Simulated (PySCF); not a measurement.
WN⁺: one state, many levels of theory

State: ³Δ (triplet), unpaired electrons σ ↑, δ ↑. Set-up: basis W def2-TZVPPD with ECP60, N def2-TZVPPD; scalar-relativistic core potentials; PySCF 2.14. De refers to W⁺ (5d4 6s1) + N in their high-spin ground configurations, without counterpoise correction. The functionals are run spin-unrestricted. A positive dipole points towards N; it is taken about the centre of mass and depends on that origin. Levels whose curve was spin-contaminated or gave no clean fit are not listed.

| Level | Re (Å) | ωe (cm⁻¹) | De (eV) | μ (D) | CPU s a point (SCF and correlation, without the integrals) |
| --- | --- | --- | --- | --- | --- |
| ROHF | 1.595 | 1281 | n/a | -3.96 | 1.4 |
| ROHF-MP2 | 1.679 | 1068 | n/a | n/a | 2.7 |
| ROHF-SCS-MP2 | 1.674 | 1072 | n/a | n/a | n/a |
| ROHF-CCSD | 1.637 | 1151 | n/a | n/a | n/a |
| ROHF-CCSD(T) | 1.656 | 1094 | n/a | n/a | 170 |
| LDA | 1.636 | 1160 | n/a | -2.88 | 1.4 |
| PBE | 1.648 | 1127 | n/a | -2.91 | 1.8 |
| revPBE | 1.651 | 1118 | n/a | -2.92 | 1.1 |
| PW91 | 1.648 | 1126 | n/a | -2.92 | 1.2 |
| r²SCAN | 1.640 | 1141 | n/a | -3.09 | 2.8 |
| PBE0 | 1.627 | 1175 | n/a | -3.19 | 3.8 |
| M06 | 1.616 | 1195 | n/a | -3.00 | 4.2 |
| CAM-B3LYP | 1.623 | 1197 | n/a | -3.36 | 5.7 |

The bond length runs from 1.595 Å (ROHF) to 1.679 Å (ROHF-MP2).

Correlated steps freeze 1 core orbital. De is left out where the level can put another filling of the metal’s s and d shells below the measured ground configuration, by anything from nothing to about 1 eV. Spin–orbit coupling is left out, which matters for elements this heavy, above all for dissociation energies. Counting both spins, an empty level lies below a filled one in some of these solutions, because spin and occupation are held. UHF is strongly spin-contaminated for WN⁺, so the ROHF reference used there is far from stable. With d or f electrons several states lie close, and the lowest PBE0 determinant need not be the measured ground state.

The whole job (state search and all levels along the bond) took about 19 min on 2 threads of Arm Neoverse V1 (shared host), peak memory 4.2 GiB.
